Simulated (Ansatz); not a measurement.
Reactions of `[Cl][Ge]([Cl])([Cl])[Br]`.

Program: Ansatz. Geometries: PBE0-D4/def2-TZVP. ΔE: electronic, gas phase. CCSD(T)/CBS adds triple-zeta CCSD(T) − MP2 to the extrapolated MP2 energy (def2 sets, frozen cores). This one scheme is used for every species. Functionals use def2-TZVPP. Elements past krypton have def2 core potentials. For Br, Ge, I, In outer-core shells are correlated without core-valence functions, which leaves a few kJ/mol of doubt a bond. Scalar relativity is left out up to krypton. One conformer a species, not always the lowest.

| reaction | ωB97X-V (kcal/mol) | PBE-D4 (kcal/mol) |
| --- | --- | --- |
| `[Cl][Ge]([Cl])([Cl])[Br]` + `O[SiH]1C=N1` → `[Cl][GeH]([Cl])[Br]` + `O[Si]1(Cl)C=N1` | -6.3 | -5.5 |
| `[Cl][Ge]([Cl])([Cl])[Br]` + HCl → germanium tetrachloride + HBr | 1.4 | 2.1 |
| `[Cl][Ge]([Cl])([Cl])[Br]` + `[AlH2][I]` → `[Cl][Ge]([Cl])([Cl])[I]` + `[AlH2][Br]` | -3.0 | -3.3 |
| `[Cl][Ge]([Cl])([Cl])[Br]` + `CCCCNC(C)C` → `CC(C)[NH][Ge]([Cl])([Cl])[Cl]` + `CCCCBr` | 4.8 | 5.8 |
| `[Cl][Ge]([Cl])([Cl])[Br]` + ethylmethylamine → `CC[N](C)[Ge]([Cl])([Cl])[Cl]` + HBr | 10.8 | 12.1 |
| `[Cl][Ge]([Cl])([Cl])[Br]` + `C#[C][AlH][CH3]` → `C#[C][Ge]([Cl])([Cl])[Cl]` + `[CH3][AlH][Br]` | -11.5 | -9.7 |
| `[Cl][Ge]([Cl])([Cl])[Br]` + `FC(F)[SiH3]` → `[SiH3][Ge]([Cl])([Cl])[Cl]` + `FC(F)Br` | 15.2 | 11.4 |
| `[Cl][Ge]([Cl])([Cl])[Br]` + `[OH][InH][SH]` → `[SH][Ge]([Cl])([Cl])[Cl]` + `[OH][InH][Br]` | -4.8 | -4.0 |
| `[Cl][Ge]([Cl])([Cl])[Br]` + `[SiH3][GeH3]` → `[Cl][GeH]([Cl])[Br]` + `[SiH3][GeH2][Cl]` | -2.0 | -1.1 |

(1) Give the CCSD(T)/CBS values in the same order. (An estimate is asked.)

Largest T1 diagnostic: 0.016, for `[OH][InH][SH]`.

Answers

(1) The calculation gave: -6.6, 2.1, -3.6, 2.9, 9.5, -12.0, 15.1, -4.8, -1.8 kcal/mol.
